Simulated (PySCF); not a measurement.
# Adding and removing an electron: LiZn

PBE0; PySCF, no relativity, basis sets Li 6-31G(d,p), Zn 6-31G(d,p). Neutral (UKS): doublet (σ ↑), Re = 2.574 Å, ωe = 295 cm⁻¹, De = 0.48 eV, HOMO -3.41 eV, LUMO -1.32 eV.

LiZn⁺ (UKS): singlet (closed shell), Re = 2.473 Å, ωe = 358 cm⁻¹, De = 1.11 eV to Li⁺ + Zn. The energies at the minima are -1786.26928 hartree for LiZn and -1786.08815 for LiZn⁺.

**Question.** Work out the adiabatic ionisation energy, without and with harmonic zero-point energies (1 hartree = 27.2114 eV, 1 eV = 8065.5 cm⁻¹), and the change of the bond length.

**Answer.** At PBE0: 0.18113 hartree = 4.929 eV between the minima; the zero-point term (358.0 − 295.0)/2 cm⁻¹ = +0.004 eV makes it 4.933 eV. Re changes by -10.1 pm against the neutral. The electron leaves a σ orbital, and the shorter bond of the ion fits an antibonding orbital, or a change in how ionic the bond is.

Closed-shell solutions of metal pairs were not tested for spin polarisation, which can lower them a little. Weak bonds: LiZn. Basis-set superposition, not corrected here, can be much of De in a small basis, most of all at correlated wavefunction levels. For an ion De counts to the pair picked by the measured ionisation energies or electron affinities, which need not be the lowest pair at this level. States were picked by a PBE0 search and need not be the measured ground states.
